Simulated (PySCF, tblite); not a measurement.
C₄H₁₁OPS.
SMILES with atom numbers: `[CH3:1][CH2:2][P@H:3](=[O:4])[CH2:5][S:6][CH3:7]` (hydrogens: H8, H9, H10 on C1; H11, H12 on C2; H13 on P3; H14, H15 on C5; H16, H17, H18 on C7)

Structure optimised with GFN2-xTB, isolated species.

Entries marked ? are missing. Bonds in one row agree within 0.01 Å.

```csv
coordinate,value
C1–C2,?
C2–P3,?
P3=O4,?
P3–C5,1.839 Å
C5–S6,1.822 Å
S6–C7,1.813 Å
"C1–H8, C1–H9, C1–H10",1.089 Å
C2–H11,1.094 Å
C2–H12,1.090 Å
P3–H13,1.400 Å
C5–H14,1.088 Å
C5–H15,1.091 Å
"C7–H16, C7–H17, C7–H18",1.085 Å
C1–C2–P3,?
C2–P3–O4,?
C2–P3–C5,?
O4–P3–C5,114.5°
P3–C5–S6,108.4°
C5–S6–C7,99.8°
```

Problem. Fill in the missing values.

Solution. 
- C1–C2 = 1.522 Å, drawn single (methyl carbon to sp3 carbon bound to phosphorus); equal to the sum of covalent radii, 1.52 Å.
- C2–P3 = 1.827 Å, drawn single (sp3 carbon bound to phosphorus to phosphoryl phosphorus); equal to the sum of covalent radii, 1.83 Å.
- P3=O4 = 1.465 Å, drawn double (phosphoryl phosphorus to phosphoryl oxygen); 0.27 Å below the sum of covalent radii, 1.73 Å.
- C1–C2–P3 = 108.3°, at the sp3 carbon bound to phosphorus; the outer atoms are 2.719 Å apart.
- C2–P3–O4 = 114.8°, at the phosphoryl phosphorus; the outer atoms are 2.780 Å apart.
- C2–P3–C5 = 106.4°, at the phosphoryl phosphorus; the outer atoms are 2.936 Å apart.

Radii are Cordero's, carbon taken as 0.76, 0.73 or 0.69 Å for four, three, and two or fewer neighbours.

Its GFN2-xTB frequencies are all real (lowest 45 cm⁻¹). The numbers are those of one conformer (C1–C2–P3–O4 -56°, C2–P3–C5–S6 60°, P3–C5–S6–C7 78°). 3 starts were optimised and ended at 0.00, 0.61 and 0.75 kcal/mol (GFN2-xTB); the lowest of these is shown.

The numbers are calculated, not measured.
